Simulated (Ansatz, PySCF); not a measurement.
Spin states of F2OW (SMILES [O]=[W]([F])[F]), each relaxed with B3LYP-D3(BJ)/def2-TZVP.
State 1 (charge 0, multiplicity 1):
```
atom    x (Å)    y (Å)    z (Å)
----  -------  -------  -------
W     -0.0674   0.0356  -0.0008
O      1.4739  -0.5131  -0.3861
F     -0.5910  -0.4141   1.7077
F     -0.8734   0.9586  -1.3769
```
State 2 (charge 0, multiplicity 3):
```xyz
4

W      0.04966    -0.00605    -0.03000
O      1.60259    -0.55763    -0.41726
F     -0.72086    -0.33904     1.66647
F     -0.98938     0.96970    -1.27535
```

Singlets are restricted, other states unrestricted; no spin–orbit coupling, no relativity up to Kr; see below for the cores. The largest T1 diagnostic is 0.029.

The values were computed with Ansatz (Gaussian orbitals); PySCF for the dispersion terms.  In def2 rows elements past Kr take small-core potentials, without spin–orbit coupling.

One of these levels gives 33.8 kJ/mol for the energy of the multiplicity-3 state less that of the multiplicity-1 state. Name it.
A) PBE0-D3(BJ)/def2-TZVPP
B) BLYP-D3(BJ)/def2-TZVPP
C) CAM-B3LYP/def2-TZVPP
D) PBE-D4/def2-TZVPP

B, BLYP-D3(BJ)/def2-TZVPP. The others give 21.6 (PBE-D4/def2-TZVPP), 3.6 (PBE0-D3(BJ)/def2-TZVPP), 17.7 (CAM-B3LYP/def2-TZVPP)

Ansatz is an electronic-structure program.
